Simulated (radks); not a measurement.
Pt5+, 73 electrons, occupied as [Xe] 4f14 5d5. Method: Dirac Kohn-Sham, PW91, spin-unpolarised, spherical densities, point nucleus; open shells fill j = l - 1/2 first; computed with a radial shooting solver on a logarithmic mesh with Libxc functionals. Some entries of the table are withheld. Estimate them.

| orbital | occ. | eigenvalue (hartree) | <1/r> (bohr^-1) |
|---|---|---|---|
| 1s1/2 | 2 | -2880.756 | 94.04 |
| 2s1/2 | 2 | (1) | 23.06 |
| 2p1/2 | 2 | (2) | 23.00 |
| 2p3/2 | 4 | (3) | 18.86 |
| 3s1/2 | 2 | -121.1723 | 8.463 |
| 3p1/2 | 2 | -111.7391 | 8.373 |
| 3p3/2 | 4 | -97.76513 | 7.296 |
| 3d3/2 | 4 | -82.08027 | 7.193 |
| 3d5/2 | 6 | -79.06881 | 6.946 |
| 4s1/2 | 2 | -27.99836 | 3.576 |
| 4p1/2 | 2 | -23.99798 | 3.465 |
| 4p3/2 | 4 | -20.66844 | 3.091 |
| 4d3/2 | 4 | -14.12266 | 2.885 |
| 4d5/2 | 6 | -13.50350 | 2.798 |
| 5s1/2 | 2 | -6.19144 | 1.449 |
| 4f5/2 | 6 | -5.13920 | (4) |
| 4f7/2 | 8 | -5.01180 | (5) |
| 5p1/2 | 2 | (6) | 1.330 |
| 5p3/2 | 4 | (7) | 1.201 |
| 5d3/2 | 4 | -2.51707 | 0.9485 |
| 5d5/2 | 1 | -2.44636 | 0.9223 |

Answer. 
(1) 2s1/2 eigenvalue (hartree): -507.7528
(2) 2p1/2 eigenvalue (hartree): -486.7079
(3) 2p3/2 eigenvalue (hartree): -423.1430
(4) 4f5/2 <1/r> (bohr^-1): 2.412
(5) 4f7/2 <1/r> (bohr^-1): 2.378
(6) 5p1/2 eigenvalue (hartree): -4.89541
(7) 5p3/2 eigenvalue (hartree): -4.31748
